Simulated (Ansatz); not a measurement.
Computed with Ansatz on PBE0-D4/def2-TZVP structures; ΔE is electronic, products minus reactants. CCSD(T)/CBS adds triple-zeta CCSD(T) − MP2 to the extrapolated MP2 energy (def2 sets, frozen cores). This one scheme is used for every species. DFT in def2-TZVPP. B3LYP here is the variant with VWN-RPA as its local correlation; programs differ in this. For Ge outer-core shells are correlated without core-valence functions, which leaves a few kJ/mol of doubt a bond. Scalar relativity is left out up to krypton. Each species was taken in one conformer, which may not be the lowest.

`Cl[SiH2][S][GeH2][Cl]` + `N[Si](F)(F)Cl` → `F[Si](F)(Cl)[NH][GeH2][Cl]` + `S[SiH2]Cl`  (ligand exchange at a Ge–S bond)

Question: Is it downhill or uphill in electronic energy at CCSD(T)/CBS, and by how much? (An estimate is asked.)

Answer: Computed: Uphill: ΔE = +0.34 eV.

Question: What do these levels give: PBE-D4, r2SCAN-D4, PBE0-D4, B3LYP-D4, B2PLYP, B3LYP, MP2/def2-TZVPP, CCSD/def2-TZVPP, CCSD(T)/def2-TZVPP, SCS-MP2/def2-QZVPP, HF/CBS(def2), MP2/CBS(def2)? (Estimate.)

Answer: Computed: PBE-D4 0.42, r2SCAN-D4 0.39, PBE0-D4 0.41, B3LYP-D4 0.37, B2PLYP 0.34, B3LYP 0.35, MP2/def2-TZVPP 0.34, CCSD/def2-TZVPP 0.28, CCSD(T)/def2-TZVPP 0.29, SCS-MP2/def2-QZVPP 0.32, HF/CBS(def2) 0.27, MP2/CBS(def2) 0.39 eV.

Largest T1 diagnostic among the species: 0.011.
